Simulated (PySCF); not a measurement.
## Tin: a sound run and one with changed settings

Sound run: Sn+ [Kr] 4d10 5s2 5p1, Sn(2+) [Kr] 4d10 5s2. Calculation: PySCF 2.14, in cc-pVDZ-PP with ECP28MDF; a scalar-relativistic core potential. The sound run starts from symmetry-adapted Hartree-Fock orbitals and uses a fine grid where one is needed.

Changed run: basis STO-3G, all-electron and non-relativistic. This setting is unsound on purpose.

```
species  method  sound run (hartree)  changed run (hartree)  converged
    Sn+     UHF           -213.08277            -5963.08043        yes
    Sn+     PBE           -213.97602            -5964.41472        yes
    Sn+  r2SCAN           -214.05173            -5965.20303        yes
 Sn(2+)     UHF           -212.57873            -5962.65016        yes
 Sn(2+)     PBE           -213.45383            -5963.95194        yes
 Sn(2+)  r2SCAN           -213.52404            -5964.73952        yes
```

Ionisation energy of Sn+:

| method | sound run (eV) | changed run (eV) |
| --- | --- | --- |
| UHF | 13.716 | 11.708 |
| PBE | 14.210 | 12.593 |
| r2SCAN | 14.359 | 12.613 |

A minimal basis cannot let orbitals breathe on ionisation and holds almost no correlation. The Hamiltonian changed with the basis, so the totals do not compare.

For comparison, NIST gives 14.633 eV between the lowest levels.
